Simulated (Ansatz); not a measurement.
A nudged elastic band was laid between two geometries of C$_{2}$H$_{3}$NaS (7 atoms, charge 0, multiplicity 1).

All numbers below come from Ansatz, UKS PBE0-D4/def2-SVP.

| Quantity | Value |
| --- | --- |
| movable images | 7 |
| climbing image | yes |
| spring | 5.0 eV/Å² |
| optimiser | quadratic models (default) |
| start path | through a guess of the saddle point |
| force threshold | 0.05 eV/Å |
| iteration limit | 60 |
| end points | relaxed |

Initial state:

```xyz
7
Properties=species:S:1:pos:R:3
Na -1.126 -2.058 1.841
C 0.012 -0.787 0.334
C -0.342 0.481 0.077
S 0.392 1.663 -1.054
H 0.886 -1.136 -0.248
H -1.190 0.987 0.566
H 1.367 0.850 -1.518
```

Final state:

```xyz
7
Properties=species:S:1:pos:R:3
Na -0.988 -1.463 1.250
C 0.790 -0.178 -0.250
C -0.278 0.654 -0.105
S -1.968 0.291 -0.285
H 0.679 -1.184 -0.683
H -0.047 1.693 0.177
H 1.811 0.186 -0.104
```

Problem. Which bonds break or form, and what moves?

Solution. Bonds broken: S4–H7. Bonds formed: Na1–S4, C2–H7.

Problem. What energy profile does the band end with?

Solution. It converged. The highest image is number 3 of 0 to 8, 2.00 eV above the first end and 3.98 eV above the last; the last end lies 1.99 eV below the first. Neighbouring images differ by up to 1.6 eV, so the band resolves the path poorly. A vibrational analysis at the climbing image gives one clearly imaginary mode, 1073i cm⁻¹: a first-order saddle point. The orbitals stay closed-shell, which can raise the energy where a bond breaks towards radicals; this wasn't checked here.

```csv
image,path coordinate (Å),energy (eV),S4–H7 (Å),Na1–S4 (Å),C2–H7 (Å)
0,0.00,0.00,1.35,4.95,2.82
1,0.78,0.08,1.35,4.94,2.82
2,1.55,0.71,1.36,4.91,2.37
3,2.33,2.00,1.87,5.05,1.69
4,3.19,0.36,2.74,4.99,1.14
5,4.06,-0.63,3.48,4.76,1.10
6,4.92,-1.01,3.69,4.09,1.10
7,5.79,-1.51,3.75,3.18,1.09
8,6.65,-1.99,3.79,2.53,1.09
```

Problem. What is the geometry of the highest image?

Solution. 
```xyz
7
Properties=species:S:1:pos:R:3:forces:R:3
Na -0.837 -1.975 1.840 0.00 0.00 0.00
C 0.007 -0.772 0.078 0.02 0.00 -0.01
C -0.263 0.571 -0.226 -0.01 -0.02 0.02
S 0.431 1.564 -1.531 0.00 0.01 -0.01
H 0.736 -1.176 -0.652 -0.01 0.00 0.00
H -0.960 1.115 0.437 0.00 0.01 -0.01
H 0.886 0.672 0.054 0.00 0.00 0.00
```

Run time: 3.4 min on 2 threads of AMD EPYC 9R14 (Zen 4), on a shared host, peak memory 0.28 GiB.
